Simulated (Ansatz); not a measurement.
`[SiH3]N[SiH2][SeH]` → `N[SiH2][SeH]` + `[SiH2]`  (silylene loss)

Program: Ansatz. Geometries: PBE0-D4/def2-TZVP. ΔE: electronic, gas phase. CCSD(T)/CBS is the MP2 limit (def2-TZVPP, def2-QZVPP) plus CCSD(T) − MP2 in def2-TZVPP, frozen cores. This one scheme is used for every species. Functionals use def2-TZVPP. B3LYP here is the variant with VWN-RPA as its local correlation; programs differ in this. For Se outer-core shells are correlated without core-valence functions, which leaves a few kJ/mol of doubt a bond. Scalar relativity is left out up to krypton. One conformer a species, not always the lowest.

```
             level  ΔE (kcal/mol)
          B3LYP-D4           68.3
           ωB97M-V           68.0
            B2PLYP           67.8
              PBE0           68.6
             B3LYP           64.2
   CCSD/def2-TZVPP           67.0
SCS-MP2/def2-QZVPP           71.6
      HF/CBS(def2)           66.5
```

(1) What does CCSD(T)/CBS give? (An estimate is asked.)

Largest T1 diagnostic among the species: 0.014.

Results:

(1) The calculation gave: +69.5 kcal/mol. The listed levels differ from it by -1.2, -1.5, -1.7, -0.9, -5.3, -2.5, 2.1, -3.0 kcal/mol.

In def2-TZVPP, CCSD(T) changes the Hartree–Fock value by +1.8 kcal/mol (the triples alone add +0.9 kcal/mol) and MP2 by +7.1 kcal/mol. The D4 term adds +4.1 kcal/mol with B3LYP and +2.2 kcal/mol with PBE0; it sums over pairs of atoms, weighted by their polarisabilities, and B3LYP, whose exchange is more repulsive, gets the larger term. From PBE to PBE0 (25 % exact exchange), in def2-TZVPP and without D4, ΔE moves by +3.0 kcal/mol.
